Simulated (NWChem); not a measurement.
System: ZrNH5; SMILES [NH2][ZrH3]

The following NWChem deck was run.

```
start job
memory heap 200 mb stack 900 mb global 1100 mb
geometry units angstroms noautosym nocenter noautoz
  Zr    -0.000288    -0.301471     0.100712
  N      0.000922     1.688630     0.021123
  H      0.830788     2.282321     0.004910
  H     -0.827676     2.284046     0.002264
  H      1.562385    -0.894397     0.924420
  H     -1.567470    -0.893513     0.916488
  H      0.004256    -0.815278    -1.682974
end
basis spherical
  * library def2-svpd
end
ecp
  Zr library def2-ecp
end
dft
  xc b3lyp
  iterations 150
end
property
  response 1 0.0
end
task dft property
```

Output (shortened):

```
             Northwest Computational Chemistry Package (NWChem) 7.3.0
             --------------------------------------------------------

                             Geometry "geometry" -> ""
                             -------------------------

 Output coordinates in angstroms (scale by  1.889725989 to convert to a.u.)

  No.       Tag          Charge          X              Y              Z
 ---- ---------------- ---------- -------------- -------------- --------------
    1 Zr                  40.0000    -0.00028800    -0.30147100     0.10071200
    2 N                    7.0000     0.00092200     1.68863000     0.02112300
    3 H                    1.0000     0.83078800     2.28232100     0.00491000
    4 H                    1.0000    -0.82767600     2.28404600     0.00226400
    5 H                    1.0000     1.56238500    -0.89439700     0.92442000
    6 H                    1.0000    -1.56747000    -0.89351300     0.91648800
    7 H                    1.0000     0.00425600    -0.81527800    -1.68297400

 Effective nuclear repulsion energy (a.u.)     136.6368500315

                                 NWChem DFT Module
                                 -----------------

 Summary of "ao basis" -> "ao basis" (spherical)
 ------------------------------------------------------------------------------
       Tag                 Description            Shells   Functions and Types
 ---------------- ------------------------------  ------  ---------------------
 Zr                        def2-svpd                12       34   5s4p2d1f
 N                         def2-svpd                 8       20   4s2p2d
 H                         def2-svpd                 4        8   2s2p

            General Information
            -------------------
          SCF calculation type: DFT
          Wavefunction type:  closed shell.
          No. of atoms     :     7
          No. of electrons :    24
           Alpha electrons :    12
            Beta electrons :    12
          Charge           :     0
          Spin multiplicity:     1
          Use of symmetry is: off; symmetry adaption is: off
          Maximum number of iterations: 150
          AO basis - number of functions:    94
                     number of shells:    40
          Convergence on energy requested:  1.00D-06
          Convergence on density requested:  1.00D-05
          Convergence on gradient requested:  5.00D-04

              XC Information
              --------------
                         B3LYP Method XC Potential
                     Hartree-Fock (Exact) Exchange  0.200
                        Slater Exchange Functional  0.800 local
                    Becke 1988 Exchange Functional  0.720 non-local
              Lee-Yang-Parr Correlation Functional  0.810
                  VWN I RPA Correlation Functional  0.190 local

             Grid Information
             ----------------
          Grid used for XC integration:  medium
          Radial quadrature: Mura-Knowles
          Angular quadrature: Lebedev.
          Tag              B.-S. Rad. Rad. Pts. Rad. Cut. Ang. Pts.
          ---              ---------- --------- --------- ---------
          Zr                  1.55      123          10.0       590
          N                   0.65       49          10.0       434
          H                   0.35       45          11.0       434
          Grid pruning is: on
          Number of quadrature shells:   397
          Spatial weights used:  Erf1

      Superposition of Atomic Density Guess
      -------------------------------------

 Sum of atomic energies:        -110.24023667

      Non-variational initial energy
      ------------------------------

 Total energy =    -103.334877
 1-e energy   =    -251.914204
 2-e energy   =      98.814405
 HOMO         =      -0.317484
 LUMO         =      -0.010707

   convergence    iter        energy       DeltaE   RMS-Dens  Diis-err
 ---------------- ----- ----------------- --------- --------- ---------
 d= 0,ls=0.0,diis     1   -104.6333864148 -1.54D+02  2.98D-02  7.18D-01
 d= 0,ls=0.0,diis     2   -103.9368900430  6.96D-01  1.92D-02  6.22D+00
 d= 0,ls=0.0,diis     3   -104.7572686004 -8.20D-01  3.07D-03  1.85D-02
 d= 0,ls=0.0,diis     4   -104.7586200829 -1.35D-03  1.12D-03  1.60D-02
 d= 0,ls=0.0,diis     5   -104.7606890386 -2.07D-03  2.32D-04  5.58D-04
  Resetting Diis
 d= 0,ls=0.0,diis     6   -104.7607839218 -9.49D-05  3.52D-05  5.39D-06
 d= 0,ls=0.0,diis     7   -104.7607847655 -8.44D-07  1.63D-05  4.18D-07
 d= 0,ls=0.0,diis     8   -104.7607847478  1.77D-08  7.53D-06  6.44D-07

         Total DFT energy =     -104.760784747821
      One electron energy =     -254.156994915731
           Coulomb energy =      114.243137541400
    Exchange-Corr. energy =      -14.611849856114
 Nuclear repulsion energy =       49.764922482623

 Numeric. integr. density =       24.000008079539

                       DFT Final Molecular Orbital Analysis
                       ------------------------------------

[...]

 DFT Linear Response polarizability / au
 Frequency  =       0.0000000 / au
              X              Y              Z
 -----------------------------------------------
 X      59.4316902      0.0030674      0.0018378
 Y       0.0030669     65.1817928      0.1702095
 Z       0.0018375      0.1700395     58.4289856
 -----------------------------------------------
 Eigenvalues =      59.4316916     65.1860820     58.4246950
 Isotropic   =      61.0141562
 Anisotropic =       6.3183623
 -----------------------------------------------

 Magnetic Dipole Response Matrix (nonzero elements):

 Exiting AOResponse driver routine
```

Level: B3LYP/def2-SVPD with def2 effective core potentials on Zr. All runs use the structure optimised with PBE0/def2-SVP. Not confirmed as a minimum by frequencies. def2 effective core potentials on Zr; no spin-orbit coupling.
